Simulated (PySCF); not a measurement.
Deprotonation sites of 4-fluoroanisole

System: 4-fluoroanisole, `COc1ccc(F)cc1` (C7H7FO). Non-hydrogen atoms are numbered in `[CH3:1][O:2][c:3]1[cH:4][cH:5][c:6]([F:7])[cH:8][cH:9]1`. These are map numbers, not IUPAC locants.

Level of theory: ωB97X-D3(BJ)/ma-def2-SVP single points in PySCF, grid level 2; every species was optimised with PBE0-D3(BJ)/ma-def2-SVP. The prefix ma- adds one diffuse s and one diffuse p function on all atoms but H. Thermal corrections: GFN2-xTB frequencies, unscaled, ideal gas at 298.15 K and 1 bar, quasi-RRHO entropy. These were taken at the GFN2-xTB minima.

```jsonl
{"site": "C5 (aromatic carbon)", "product": "COc1c[c-]c(F)cc1", "ΔH(acid) / eV": "16.89", "ΔG(acid) / eV": "16.55", "gas share": "99.9 %", "above best in water / eV": "0.000"}
{"site": "C4 (aromatic carbon)", "product": "COc1[c-]cc(F)cc1", "ΔH(acid) / eV": "17.06", "ΔG(acid) / eV": "16.72", "gas share": "0.1 %", "above best in water / eV": "0.182"}
{"site": "C1 (methyl carbon)", "product": "[CH2-]Oc1ccc(F)cc1", "ΔH(acid) / eV": "17.28", "ΔG(acid) / eV": "16.93", "gas share": "< 0.1 %", "above best in water / eV": "0.566"}
```

ΔH and ΔG refer to AH → A⁻ + H⁺ in the gas phase. Shares are Boltzmann weights among the listed products; an error of 10 kJ/mol changes a ratio about 56-fold. Sites whose products fell apart, merged with another or lost in a GFN2-xTB screen aren't listed. Values in solvent are IEF-PCM free energies relative to the most favourable product.

C5 (aromatic carbon) comes out 0.17 eV ahead of C4 in free energy (0.175 eV in electronic energy). That lies inside the method's error, so the order is undecided and the shares mean little.

In water the product from C5 is solvated 2.49 eV more strongly than the parent (electrostatics only).

Vertical detachment energies of the anions: `[CH2-]Oc1ccc(F)cc1` 1.22 eV.

Measured values (NIST Chemistry WebBook, evaluated or the median of agreeing entries): deprotonation enthalpy (ΔH) 1618 kJ/mol (computed 1630, difference 12); gas-phase acidity (ΔG) 1586 kJ/mol (computed 1597, difference 11). These are compared with the most favourable site that keeps the skeleton.

Caveats: ma-def2-SVP is a small basis, whose errors can reach tens of kJ/mol; the order of C5 and C4 is undecided: the gaps lie inside the method's error (some 20 kJ/mol, one structure a species).
